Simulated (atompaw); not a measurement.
**Plane-wave convergence, PAW (atompaw) potential for N**

| Quantity | Value |
| --- | --- |
| Element | N |
| Generator | atompaw 4.2.0.5 |
| Type | PAW |
| Functional | PBE |
| Relativity | non-relativistic |
| Frozen core | [He] |
| Valence charge | 5 |
| Reference configuration | 2s2 2p3 |
| Partial waves | 2s (bound); 2s channel at -0.8 Ry; 2p (bound); 2p channel at 0.45 Ry |
| Local potential | troulliermartins scheme with l = 2 at 0.5 Ry, radius 1.85 bohr |
| Core correction | smooth core density matched at 2.45 bohr |
| Augmentation charge | sinc compensation charge, radius 2.10 bohr; PAW radius 2.55 bohr; waves and projectors: bloechl |

The pseudo-atom Hamiltonian at the reference potential is diagonalised in spherical Bessel functions j_l(qr) that vanish at 20 bohr, with q² up to the cutoff. All-electron valence levels (Ry): 2s -1.3640, 2p -0.5215.

Task: How do the lowest levels (Ry) of each channel move with the cutoff, and are there ghosts?

Result:

| cutoff (Ry) | s #1 | p #1 | d #1 | d #2 | f #1 | f #2 | Σ f·Δε (mRy) |
| --- | --- | --- | --- | --- | --- | --- | --- |
| 8 | -1.2557 | -0.3436 | 0.0766 | 0.1801 | 0.1191 | 0.2581 | 750.0 |
| 10 | -1.3086 | -0.4048 | 0.0766 | 0.1801 | 0.1191 | 0.2581 | 460.7 |
| 12 | -1.3385 | -0.4499 | 0.0766 | 0.1801 | 0.1191 | 0.2581 | 265.5 |
| 15 | -1.3537 | -0.4914 | 0.0766 | 0.1801 | 0.1191 | 0.2581 | 110.5 |
| 18 | -1.3618 | -0.5063 | 0.0766 | 0.1801 | 0.1191 | 0.2581 | 49.7 |
| 21 | -1.3630 | -0.5145 | 0.0766 | 0.1801 | 0.1191 | 0.2581 | 22.7 |
| 30 | -1.3632 | -0.5212 | 0.0766 | 0.1801 | 0.1191 | 0.2581 | 2.4 |
| 35 | -1.3635 | -0.5214 | 0.0766 | 0.1801 | 0.1191 | 0.2581 | 1.3 |
| 40 | -1.3637 | -0.5214 | 0.0766 | 0.1801 | 0.1191 | 0.2581 | 0.7 |
| 45 | -1.3638 | -0.5214 | 0.0766 | 0.1801 | 0.1191 | 0.2581 | 0.5 |
| 50 | -1.3639 | -0.5214 | 0.0766 | 0.1801 | 0.1191 | 0.2581 | 0.2 |
| 400 | -1.3640 | -0.5214 | 0.0766 | 0.1801 | 0.1191 | 0.2581 | 0.0 |

Result: no extra level below or beside the all-electron valence levels (s, p, d, f tested); 10 mRy is reached at 25 Ry and 1 mRy at 40 Ry.
